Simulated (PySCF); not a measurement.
## Working with the constants of PrC

r²SCAN constants of PrC, quartet, about 2.4 electrons in the 4f shell (Mulliken), real f orbitals that mix terms (PySCF, spin-free X2C with a Gaussian nucleus, basis sets Pr x2c-SVPall, C x2c-SVPall; masses 140.9076 and 12.0000 u):

```
ωe                     : 815.5 cm⁻¹
ωexe                   : 2.53 cm⁻¹
Be                     : 0.43904 cm⁻¹
αe                     : 0.00209 cm⁻¹
De to Pr (4f3 6s2) + C : 4.09 eV
```

(1) What force constant and bond length do these constants imply?

(2) Estimate the centrifugal constant D from the Kratzer relation and find the Dunham coefficient a1.

These are scalar-relativistic numbers at best; spin–orbit coupling would shift them, the dissociation energy most. The state is the lowest single determinant that the PBE0 search found; with open d or f shells the true ground state can be another one.

## Answers

(1) Reduced mass μred = 11.058 u; k = 5.8918×10⁻⁷·μred·ωe² (u, cm⁻¹, mdyn/Å) = 4.33 mdyn/Å; Re = √(16.8576/(μred·Be)) (u, cm⁻¹, Å) = 1.863 Å.

(2) D = 4Be³/ωe² = 5.09e-07 cm⁻¹; a1 = −1 − αeωe/(6Be²) = -2.47.
